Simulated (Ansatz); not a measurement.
Method: frozen-core CCSD(T)/cc-pVTZ // PBE0-D4/def2-TZVP in Ansatz (a program for electronic structure).

Ansatz 0.2 input:
```yaml
crystal:
  periodic: [false, false, false]
  atoms:
    - { symbol: O, position_ang: [1.01058, 1.195905, -0.492439] }
    - { symbol: C, position_ang: [0.632656, 0.157362, 0.028474] }
    - { symbol: O, position_ang: [-0.668924, -0.183451, 0.030831] }
    - { symbol: H, position_ang: [1.386901, -0.52023, 0.511602] }
    - { symbol: H, position_ang: [-1.38915, 0.38669, -0.387969] }
    - { symbol: H, position_ang: [-0.970102, -1.042341, 0.463288] }
basis:
  gaussian: { orbitals: cc-pVTZ }
correlation:
  method: ccsd_t
total_charge: 2
magnetization:
  spin_polarized: true
  initial_magnetization: 1
```

Output:

```
Functional definition: HF
781 factors; integrals over basis functions are off by at most 7.9e-4 eV
mean field evaluation 1: about -5118.5177 eV, gradient 5.0e1 eV
mean field evaluation 2: about -5118.5192 eV, gradient 5.0e1 eV
mean field evaluation 4: about -5127.9276 eV, gradient 6.0e0 eV
mean field evaluation 8: about -5128.5517 eV, gradient 6.1e-1 eV
mean field evaluation 16: about -5118.5262 eV, gradient 5.0e1 eV
mean field evaluation 32: about -5126.2072 eV, gradient 7.4e0 eV
mean field evaluation 64: about -5123.4940 eV, gradient 3.0e1 eV
mean field -5128.56791165 eV, -188.4713944848 hartree, gradient 3.6e-6 eV, S^2 0.775336; 2 other end points of the search recorded, 0 dependent functions left out
determinant -5128.56791165 eV, -188.4713944848 hartree, with singles and doubles -5144.38147464 eV, -189.0525322060 hartree
determinant -5126.79058872 eV, -188.4060790719 hartree, with singles and doubles -5142.41751131 eV, -188.9803578849 hartree
3 core orbitals not correlated
reference -5128.56791165 eV, -188.4713944848 hartree; 9, 8 occupied and 120, 121 virtual orbitals, 781 factors
second order -15.05589205 eV of doubles, -0.00000000 eV of singles
cycle   1  -15.68546476 eV  change    -1.3e0 eV  update   2.0e-2
cycle   2  -15.72391760 eV  change   -3.8e-2 eV  update   4.8e-3
cycle   3  -15.72345071 eV  change    4.7e-4 eV  update   2.4e-3
cycle   4  -15.72651176 eV  change   -3.1e-3 eV  update   1.3e-3
cycle   5  -15.72795337 eV  change   -1.4e-3 eV  update   8.0e-4
cycle   6  -15.72885092 eV  change   -9.0e-4 eV  update   3.8e-4
cycle   7  -15.72894680 eV  change   -9.6e-5 eV  update   1.9e-4
cycle   8  -15.72900326 eV  change   -5.6e-5 eV  update   1.1e-4
cycle   9  -15.72890124 eV  change    1.0e-4 eV  update   5.7e-5
cycle  10  -15.72889235 eV  change    8.9e-6 eV  update   2.3e-5
cycle  11  -15.72890253 eV  change   -1.0e-5 eV  update   8.8e-6
perturbative correction -0.59121251 eV, -0.0217266590 hartree
Total energy: -5144.88802668 eV, -189.0711476503 hartree
```

Cost: very roughly 50 core-seconds.
